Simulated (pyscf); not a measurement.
7 silicon, germanium or tin steps of one kind (hydrogen shift, closed-shell): barrier in kcal/mol, from the separated reactants or the lowest minimum found. Optimised with ωB97X-D3(BJ)/def2-SVP in PySCF. Functionals in def2-TZVP; the last column is ωB97M-D3(BJ)/def2-TZVP. Rows were drawn at random from the steps of this kind and element class whose saddle was verified and whose references are stable.

```tsv
step	PBE	B3LYP-D3(BJ)	PBE0-D3(BJ)	ωB97M-D3(BJ)
H₂C=SiH–Cl → H₃C–Si:–Cl [singlet]	29.3	32.3	32.9	34.1
O=SiH–OH → HO–Si:–OH [singlet]	47.1	54.1	53.3	55.1
H₂C=SiH₂ -> H₃C–SiH: [singlet]	33.9	37.3	37.1	38.2
H₂C=SiH–CH₃ → H₃C–Si:–CH₃ [singlet]	___	39.5	39.4	40.7
HN=SiH–Cl → H₂N–Si:–Cl [singlet]	39.1	44.3	44.5	46.2
O=SiH₂ -> HO–SiH: [singlet]	51.1	58.6	57.5	60.1
H₃Si–Si:–SiH₃ [singlet] → H₂Si=SiH–SiH₃	___	5.2	2.8	5.7
```

**Question.** What belongs in the gaps?

**Answer.** 
- H₂C=SiH–CH₃ → H₃C–Si:–CH₃ [singlet], PBE: 35.8
- H₃Si–Si:–SiH₃ [singlet] → H₂Si=SiH–SiH₃, PBE: 1.0

Differences from the last column (kcal/mol): PBE: mean -6.1, median -4.9, mean size 6.1, lower in 7 of 7; B3LYP-D3(BJ): mean -1.2, median -1.3, mean size 1.2, lower in 7 of 7; PBE0-D3(BJ): mean -1.8, median -1.7, mean size 1.8, lower in 7 of 7. PBE is closest for row 3 (4.3 kcal/mol apart) and farthest for row 6 (9.0 kcal/mol). PBE, r²SCAN and M06-2X carry no added dispersion term. The last column is a level with limits of its own. Each barrier is that of the saddle found.
